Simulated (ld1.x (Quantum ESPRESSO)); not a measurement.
What the settings do to the TM semilocal potential of scandium

Base potential:

Sc, norm-conserving Troullier–Martins (semilocal form), made with ld1.x (Quantum ESPRESSO) 7.5 (PBEsol, scalar-relativistic). Core [Ne], reference 3s2 3p6 3d1 4s2 4p0. Waves: 3s (bound): rc 1.10 bohr; 3p (bound): rc 1.25 bohr; 3d (bound): rc 2.10 bohr. Local part: the d channel. Core correction: Bessel-smoothed model core inside 0.75 bohr.

Occupied shells without a wave of their own: 4s. They enter only through the test configuration that unscreens the potential, and ld1.x also counts them in the model core charge.

Cutoffs, loose and tight: the cutoffs (Ry, on a coarse ladder) from which the occupation-weighted sum of valence levels, in a spherical-Bessel basis at the reference potential, stays within 10 and 1 mRy of its value at 400 Ry. They do not see the model core or the augmentation charge, which bear on the density cutoff. Test errors are all-electron minus pseudo excitation energies from the reference, over the configurations 3s2 3p6 3d1 4s1 4p0; 3s2 3p6 3d1 4s0 4p0; 3s2 3p6 3d0 4s0 4p0; 3s2 3p6 3d2 4s0 4p0; 3s2 3p5 3d1 4s2 4p0; 3s2 3p6 3d2 4s1 4p0; 3s2 3p6 3d1 4s0 4p2. A dash means not determined; rows that change the core or the reference have their own tests.

With those shells counted twice in exchange and correlation these files are broken, and their errors move erratically; no question is asked of them.

A semilocal file is local in each channel, so a ghost entry of none says nothing of the separable form that plane-wave codes build from it.

```csv
change,outcome,"cutoff, loose","cutoff, tight",bound ghosts,largest test error (meV)
base,generated,100 Ry,180 Ry,none,-1247
wave 3d (bound): rc 2.10 bohr becomes 3d (bound): rc 1.32 bohr,generated,100 Ry,180 Ry,none,-1325
wave 3d (bound): rc 2.10 bohr becomes 3d (bound): rc 1.62 bohr,generated,100 Ry,180 Ry,none,-1308
wave 3d (bound): rc 2.10 bohr becomes 3d (bound): rc 1.88 bohr,generated,100 Ry,180 Ry,none,-1280
wave 3d (bound): rc 2.10 bohr becomes 3d (bound): rc 2.00 bohr,generated,100 Ry,180 Ry,none,-1257
wave 3d (bound): rc 2.10 bohr becomes 3d (bound): rc 2.26 bohr,generated,100 Ry,180 Ry,none,-1213
wave 3d (bound): rc 2.10 bohr becomes 3d (bound): rc 2.46 bohr,generated,100 Ry,180 Ry,none,-1146
wave 3d (bound): rc 2.10 bohr becomes 3d (bound): rc 2.66 bohr,generated,100 Ry,180 Ry,none,-1079
wave 3d (bound): rc 2.10 bohr becomes 3d (bound): rc 2.92 bohr,generated,100 Ry,180 Ry,none,-1010
wave 3d (bound): rc 2.10 bohr becomes 3d (bound): rc 3.16 bohr,generated,100 Ry,180 Ry,none,-1015
```

Reading the sweep of the d radius (base included, trends over the rows without a ghost): The loose cutoff stays near 100 Ry. The median size of the test errors (rows with all tests solved) rises from 216.5 meV at 1.32 to 310.2 meV at 3.16 bohr. More of the atom is replaced by a form fitted at one configuration, so other configurations suffer as the radius grows.
